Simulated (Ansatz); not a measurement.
Ga3As4⁻ was relaxed with PBE0-D4 (def2-SVP) in Ansatz in these states: charge -1 quintet, charge -1 singlet, charge -1 triplet. The geometries follow in no particular order.

A:

```tsv
atom	x (Å)	y (Å)	z (Å)
Ga1	1.551	-1.960	-1.939
Ga2	0.109	0.753	2.068
Ga3	-2.053	0.685	0.437
As4	1.059	-1.282	0.674
As5	-0.585	2.703	0.658
As6	0.809	0.429	-1.079
As7	-0.890	-1.330	-0.817
```

B:

Cartesian coordinates in Å:
```
Ga -2.2626 0.8375 -0.2157
Ga -0.7173 -1.5255 0.1596
Ga 1.7561 -0.0814 0.9288
As -0.5361 0.4540 1.8987
As 1.5100 -1.7113 -0.9529
As 0.0913 0.1332 -1.8008
As 0.1586 1.8935 -0.0176
```

C:

Cartesian coordinates in Å:
```
Ga -1.298 -1.948 1.755
Ga -0.381 2.458 0.205
Ga 0.682 0.276 -2.130
As -1.577 -0.056 -0.128
As 1.935 1.515 -0.065
As 0.727 -0.288 1.003
As -0.089 -1.958 -0.639
```

Q: Judge from the bond lengths which geometry belongs to which state (an estimate).

A: A is the charge -1 quintet (As4–As6 2.463 Å, As5–As6 3.183 Å, Ga1–As6 2.645 Å); B is the charge -1 triplet (As4–As6 3.766 Å, As5–As6 2.477 Å, Ga1–As6 2.924 Å); C is the charge -1 singlet (As4–As6 2.578 Å, As5–As6 2.419 Å, Ga1–As6 2.724 Å).

At PBE0-D4/def2-SVP a triplet lies 1.79 eV below the charge -1 quintet. These are the stationary points nearest to one start from a short search; other shapes may lie lower in each state.
